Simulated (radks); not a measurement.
Values are calculated unless marked as measured or tabulated.
All-electron atom: Ge24+ in [He] 2s2 2p4 (the NIST ground configuration).

Code: a radial shooting solver on a logarithmic mesh with Libxc functionals. Model: scalar-relativistic Kohn-Sham, LB94 model potential, spin-polarised, spherical densities, finite nucleus; open shells are filled with parallel spins first; Fermi nuclear charge, rms radius 4.0742 fm.

Energy parts (eV):
kinetic: 45621.443
electron-nucleus: -94780.495
Hartree: 5739.593
(The LB94 potential has no energy functional, so no total or exchange-correlation energy is given.)

Orbitals (lengths in bohr, moments of r in powers of bohr; r(90%) holds 90 % of the orbital's charge):
| orbital | occ. | eigenvalue (eV) | <r^2> | <r^4> | r(90%) | <1/r> |
|---|---|---|---|---|---|---|
| 1s down | 1 | -12391.56 | 0.002942 | 0.00002215 | 0.0835 | 32.47 |
| 1s up | 1 | -12387.61 | 0.002946 | 0.00002224 | 0.0836 | 32.46 |
| 2s up | 1 | -2581.565 | 0.04766 | 0.003813 | 0.309 | 7.411 |
| 2s down | 1 | -2561.343 | 0.04792 | 0.003860 | 0.310 | 7.388 |
| 2p up | 3 | -2438.496 | 0.03682 | 0.002620 | 0.282 | 7.281 |
| 2p down | 1 | -2418.575 | 0.03697 | 0.002649 | 0.283 | 7.278 |

The highest occupied level is 2p down at -2418.6 eV. Summed over all electrons, <r^2> = 0.2489 bohr^2, which gives a Langevin (diamagnetic) susceptibility term of -0.197 x 10^-6 cm^3/mol.
